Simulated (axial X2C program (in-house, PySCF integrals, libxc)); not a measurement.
Nuclear properties of CoSe⁻

Computed with an in-house all-electron X2C program for linear molecules (integrals from PySCF): two-component X2C with atomic mean-field Coulomb and Gaunt terms, Gaussian nuclei, basis Se dyall-acv3z, Co dyall-acv3z with contracted cores.

R = 2.134 Å (near the PBE0 minimum at charge -1 of the determinant lowest at the starting distance; the state shown can have its own minimum elsewhere).

Determinant lowest in the PBE0 search, Ω = 4 (⟨Sz⟩ = 2.00, ⟨Lz⟩ = 2.00 at PBE0), spin on the atoms Se 0.29, Co 1.71:

```tsv
level	Eeff magnitude (GV/cm)	Ws magnitude Se (kHz)	Ws magnitude Co (kHz)	A∥/gI Se (MHz)	qzz Se (a.u.)	A∥/gI Co (MHz)	qzz Co (a.u.)
PBE0	1.61	0.105	0.0878	0.631	-0.17	401	-1.38
HF	1.66	0.0883	0.101	13.7	0.20	390	-1.72
r2SCAN	1.74	0.129	0.0799	10	-0.66	409	-1.51
PBE50	1.73	0.101	0.101	10.4	0.38	409	-1.46
BHandHLYP	1.77	0.104	0.102	14.8	0.58	405	-1.37
```

Eeff is the effective electric field on the electron electric dipole moment in this Ω state and Ws the scalar–pseudoscalar constant of the nucleus named (defined with the proton number Z and per Ω); A∥ (defined per Ω) follows by multiplying with gI = μI/(I μN); qzz is the electric field gradient, eQq0 = 234.96 MHz × Q/barn × qzz. The operators were transformed with the bare-nucleus X2C matrices; with these basis sets, hyperfine constants and field gradients can be off by tens of per cent, and where levels differ in sign neither size nor sign is settled.

(1) With gI(59Co) = 1.3220, Q(59Co) = 0.42 barn (g factors from the IAEA table of nuclear moments by Stone; Q from Pyykkö, Mol. Phys. 2018), turn the PBE0 values of the first state into constants in MHz.

Each state is one determinant with collinear spin, which with several unpaired electrons need not be a pure state. Unrestricted Hartree–Fock can overshoot spin polarisation at the nuclei. For an anion, determinants above electron detachment, or with a positive highest level, are held by the basis set. With several open shells hyperfine constants can be off by a factor of several. Open-shell Ω = 0 determinants with evenly filled partner blocks cannot be reached by this program, so the Ω shown need not be the lowest component. States lie within half an eV, so the first need not be the ground state. Further determinants of the search, some of them spin-mixed, are not shown. Where a field gradient or hyperfine factor spreads by more than a factor of two over the levels, a constant derived from it is not to be relied on.

Answers

(1) A∥(59Co) = 401 × 1.3220 = 530 MHz; eQq0(59Co) = 234.96 × (0.42) × (-1.38) = -136 MHz.
